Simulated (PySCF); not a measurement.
# Correlation energy of Ca (calcium, neutral)

[Ar] 4p2, high-spin 3P determinant (an excited configuration). Calculation: PySCF 2.14, in x2c-TZVPPall (6s5p3d, 36 functions); the spin-free X2C one-electron Hamiltonian (Gaussian nucleus). Frozen: [Ne]; 10 electrons correlated.

```json
{"level": "CCSD", "correlation energy (mhartree)": "-197.46"}
{"level": "(T)", "correlation energy (mhartree)": "-3.35"}
{"level": "CCSD(T)", "correlation energy (mhartree)": "-200.81"}
```

Diagnostics: T1 = 0.016, D1 = 0.0495, largest double amplitude 0.212.

A double-excitation amplitude exceeds 0.15, a sign of near-degeneracy.

Cost of the coupled-cluster step: of the order of 1.7 core-seconds, for 10 correlated electrons.

This basis was not built for core-valence correlation, so the inner-shell part is incomplete.
